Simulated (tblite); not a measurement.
Species: C7H9Si (doublet state).
Structure used (GFN2-xTB), in Å, numbered top down from 1:
```xyz
17
C7H9Si angstrom
Si     2.492   -0.086    0.530
C      1.156    0.126   -0.820
C     -0.210    0.061   -0.216
C     -0.826    1.215    0.253
C     -2.086    1.158    0.845
C     -2.677   -0.066    0.949
C     -2.122   -1.231    0.508
C     -0.862   -1.159   -0.081
H      3.809   -0.017   -0.107
H      2.311   -1.386    1.177
H      2.348    0.987    1.513
H      1.296    1.083   -1.323
H      1.268   -0.657   -1.571
H     -0.328    2.170    0.157
H     -2.560    2.059    1.203
H     -2.624   -2.182    0.606
H     -0.391   -2.064   -0.440
```

Calculated harmonic vibrations of the isolated species, GFN2-xTB (tblite), most abundant isotopes, no scaling. This tight-binding method is rough: wavenumbers can miss measured ones by several per cent, in bad cases by 10 to 20. Modes of hydrogen on silicon can be 10 to 20 % off. One conformer, not necessarily the lowest. Open shells enter through the occupations alone, without spin polarisation, and single modes of such species can be off by tens of per cent.

Harmonic wavenumbers (cm⁻¹): 44.7, 97.1, 104.5, 242.6, 332.8, 334.9, 447.0, 473.6, 507.2, 563.8, 566.1, 633.4, 719.0, 770.0, 773.9, 784.5, 791.5, 799.7, 807.6, 827.3, 886.8, 899.0, 971.5, 1086.9, 1089.9, 1124.3, 1173.6, 1204.8, 1228.7, 1245.2, 1274.7, 1402.1, 1435.4, 1471.7, 1538.2, 1602.6, 2262.0, 2273.1, 2276.0, 2976.9, 2986.7, 3054.6, 3055.3, 3073.9, 3075.4.

A = 3940, B = 1054, C = 943.1 MHz; mass 121.047 u (most abundant isotopes); point group Cs, symmetry number 1; spin multiplicity 2.

What is the zero-point energy?

Half the sum of the wavenumbers: 27645 cm⁻¹ = 79.04 kcal/mol.

Entropy at 298.15 K, 1 bar (ideal gas, RRHO, classical rotation)?

Translation 40.31, rotation 28.80, vibration 22.39, spin (R ln 2) 1.38: S = 92.9 cal/(mol K).

And Cp and H(298.15 K) − H(0)?

Cp = 34.96 cal/(mol K), of which vibrations give 27.01 (their classical limit is 45 R = 89.4); H(298.15 K) − H(0) = 6.01 kcal/mol without the zero-point energy, 3.64 from vibrations.

Blend soft modes into free rotors: weight 1/[1 + (100 cm⁻¹/ν̃)⁴] for the oscillator and the rest for a rotor with moment μB/(μ + B), μ = h/(8π²ν), B = 10⁻⁴⁴ kg m². What vibrational entropy results?

20.49 cal/(mol K) in place of 22.39, which changes −T·S at 298.15 K by +0.57 kcal/mol.

What must be added to the electronic energy to get the Gibbs energy at 298.15 K and 1 bar?

ZPE + [H(298.15 K) − H(0)] − T·S = 79.04 + 6.01 − 27.69 = 57.36 kcal/mol.

Hindered rotation and anharmonicity are outside this model. Other conformers, if any are populated, would add a mixing term that is left out.
